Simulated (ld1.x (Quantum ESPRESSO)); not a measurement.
**La (Z = 57), TM semilocal: configuration errors across variants**

La (Z = 57), norm-conserving Troullier–Martins (semilocal form), made with ld1.x (Quantum ESPRESSO) 7.5 (PBEsol, scalar-relativistic). Core [Xe], reference 4f0 5d1 6s2 6p0. Waves: 6s (bound): rc 3.95 bohr; 6p (bound, empty): rc 3.30 bohr; 5d (bound): rc 2.55 bohr; 4f (bound, empty): rc 1.30 bohr. Local part: the f channel. Core correction: none.

All-electron excitation energies from the reference (eV): (1) 4f0 5d1 6s1 6p0 5.999; (2) 4f0 5d1 6s0 6p0 16.847; (3) 4f0 5d1 6s1.5 6p0 2.415; (4) 4f0 5d1 6s0 6p2 4.897; (5) 4f0 5d1.5 6s1.5 6p0 0.355; (6) 4f1 5d0 6s1 6p0 6.226.

A semilocal file is local in each channel, so a ghost entry of none says nothing of the separable form that plane-wave codes build from it.

Tests that are not counted but printed errors over 1 eV. “base”: 4f1 5d0 6s2 6p0 (all-electron atom not converged, printed error -57.9 eV). “wave 4f (bound): rc 1.30 bohr becomes 4f (bound): rc 0.88 bohr”: 4f1 5d0 6s2 6p0 (pseudo-atom not self-consistent, printed error -41.2 eV). “wave 4f (bound): rc 1.30 bohr becomes 4f (bound): rc 1.00 bohr”: 4f1 5d0 6s2 6p0 (pseudo-atom not self-consistent, printed error -40.7 eV). “wave 4f (bound): rc 1.30 bohr becomes 4f (bound): rc 1.36 bohr”: 4f1 5d0 6s2 6p0 (all-electron atom not converged, printed error -53.8 eV). “wave 4f (bound): rc 1.30 bohr becomes 4f (bound): rc 1.62 bohr”: 4f1 5d0 6s2 6p0 (all-electron atom not converged, printed error -56.5 eV).

Errors AE − PS in meV (a dash: test not solved or not reliable):

| change | (1) | (2) | (3) | (4) | (5) | (6) | bound ghosts |
| --- | --- | --- | --- | --- | --- | --- | --- |
| base | -14 | +23 | -3.2 | +115 | +8.0 | +3197 | none |
| wave 4f (bound): rc 1.30 bohr becomes 4f (bound): rc 0.88 bohr | -14 | +23 | -3.2 | +115 | +8.0 | +2992 | none |
| wave 4f (bound): rc 1.30 bohr becomes 4f (bound): rc 1.00 bohr | -14 | +23 | -3.2 | +115 | +8.0 | +3044 | none |
| wave 4f (bound): rc 1.30 bohr becomes 4f (bound): rc 1.36 bohr | -14 | +23 | -3.2 | +115 | +8.0 | +3231 | none |
| wave 4f (bound): rc 1.30 bohr becomes 4f (bound): rc 1.62 bohr | -14 | +23 | -3.2 | +115 | +8.0 | +3320 | none |
| wave 4f (bound): rc 1.30 bohr becomes 4f (bound): rc 1.74 bohr | -14 | +23 | -3.2 | +115 | +8.0 | +3323 | none |

Q: Give the same row for: wave 4f (bound): rc 1.30 bohr becomes 4f (bound): rc 1.20 bohr.

A: -14, +23, -3.2, +115, +8.0, +3146; bound ghosts: none. Not counted: 4f1 5d0 6s2 6p0 (pseudo-atom not self-consistent, printed error -49.2 eV).
